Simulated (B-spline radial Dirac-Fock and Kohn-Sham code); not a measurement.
## Total conversion coefficients of Se against transition energy

Level of theory: a Dirac-Hartree-Slater potential of the neutral atom with a Latter tail (no hole, which puts coefficients of high multipoles low close above an edge), finite nucleus with surface currents; an atomic code on a B-spline grid. Subshells within 1 keV of threshold and pair formation are left out.

| energy (keV) | E1 | E2 | E3 | E4 | E5 | M2 |
| --- | --- | --- | --- | --- | --- | --- |
| 12 | 4.61 | 1760 | 441000 | 5.89e+07 | 6.20e+09 | 1100 |
| 18.6 | 10.1 | 357 | 32700 | 2.87e+06 | 2.09e+08 | 688 |
| 20 | 8.33 | 276 | 21600 | 1.74e+06 | 1.19e+08 | 514 |
| 26.1 | 3.99 | 108 | 5000 | 285000 | 1.51e+07 | 178 |
| 40.2 | 1.17 | 23.5 | 554 | 16900 | 552000 | 32.8 |
| 43.2 | 0.950 | 18.2 | 390 | 10700 | 321000 | 24.8 |
| 44.6 | 0.866 | 16.2 | 335 | 8790 | 253000 | 21.9 |
| 46.6 | 0.762 | 13.8 | 271 | 6690 | 182000 | 18.5 |
| 50 | 0.621 | 10.7 | 194 | 4340 | 108000 | 14.1 |
| 64.7 | 0.291 | 4.19 | 57.9 | 926 | 16700 | 5.33 |
| 89.7 | 0.110 | 1.26 | 12.9 | 142 | 1720 | 1.59 |
| 100 | 0.0798 | 0.838 | 7.82 | 77.1 | 830 | 1.07 |
| 122 | 0.0441 | 0.400 | 3.17 | 25.8 | 224 | 0.527 |
| 200 | 0.0102 | 0.0640 | 0.348 | 1.86 | 10.2 | 0.0967 |
| 210 | 0.00886 | 0.0536 | 0.281 | 1.44 | 7.57 | 0.0823 |
| 227 | 0.00707 | 0.0404 | 0.200 | 0.969 | 4.77 | 0.0637 |
| 233 | 0.00656 | 0.0367 | 0.179 | 0.849 | 4.09 | 0.0585 |
| 274 | 0.00413 | 0.0206 | 0.0893 | 0.377 | 1.60 | 0.0348 |
| 283 | 0.00377 | 0.0184 | 0.0779 | 0.321 | 1.33 | 0.0314 |
| 410 | 0.00138 | 0.00520 | 0.0173 | 0.0557 | 0.178 | 0.0101 |
| 443 | 0.00113 | 0.00405 | 0.0128 | 0.0394 | 0.120 | 0.00802 |
| 500 | 0.000836 | 0.00277 | 0.00818 | 0.0233 | 0.0660 | 0.00565 |
| 639 | 0.000467 | 0.00134 | 0.00346 | 0.00862 | 0.0212 | 0.00285 |
| 932 | 0.000210 | 0.000501 | 0.00108 | 0.00223 | 0.00456 | 0.00106 |
| 1000 | 0.000183 | 0.000423 | 0.000883 | 0.00178 | 0.00352 | 0.000887 |
| 1080 | 0.000158 | 0.000354 | 0.000717 | 0.00140 | 0.00268 | 0.000734 |
| 1300 | 0.000113 | 0.000236 | 0.000445 | 0.000808 | 0.00144 | 0.000471 |
| 1480 | 9.07e-05 | 0.000180 | 0.000325 | 0.000565 | 0.000962 | 0.000349 |
| 2000 | 5.64e-05 | 0.000101 | 0.000166 | 0.000264 | 0.000409 | 0.000180 |

Task: How fast do they fall between 1300 and 2000 keV?

Result: As powers of the energy: E1 E^-1.62, E2 E^-1.97, E3 E^-2.28, E4 E^-2.60, E5 E^-2.92, M2 E^-2.24. Within one type (E or M) the higher multipoles fall faster.

Values without a named source are computed, but for edge energies of neutral atoms, which are taken from tables.
